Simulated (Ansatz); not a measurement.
The cluster Zr2N2. The state is a quintet with charge 0. Geometry PBE0-D4/def2-TZVP; atoms count from 1.

Cartesian coordinates in Å:
```
Zr -1.5049 0.2129 0.0361
Zr 1.5049 -0.2132 -0.0358
N 0.1522 0.9477 0.7522
N -0.1521 -0.9475 -0.7525
```

In the def2 sets Zr takes a core potential; there is no spin–orbit coupling. At PBE0-D4/def2-TZVP a broken-symmetry singlet of charge 0 lies 3.13 eV below the quintet, each at its own geometry. The structure comes from a short search, and lower isomers may exist.

Q: Estimate the Mulliken populations from the PBE0/def2-TZVP orbitals of Ansatz.

A: 
| atom | charge (e) | spin (α − β) | d electrons |
| --- | --- | --- | --- |
| Zr1 | 0.71 | 1.65 | 2.36 |
| Zr2 | 0.71 | 1.65 | 2.36 |
| N3 | -0.71 | 0.35 | – |
| N4 | -0.71 | 0.35 | – |
Mulliken values depend strongly on the basis.

Q: Where does the spin sit?

A: Summed by element: Zr 3.29, N 0.71, of 4 unpaired in all. Largest on single atoms: Zr1 1.65, Zr2 1.65, N3 0.35.

Q: And the Mayer bond orders between heavy atoms (over 0.3)?

A: Zr1–Zr2 0.73 (3.04 Å); Zr1–N3 1.30 (1.95 Å); Zr1–N4 1.30 (1.95 Å); Zr2–N3 1.30 (1.95 Å); Zr2–N4 1.30 (1.95 Å).
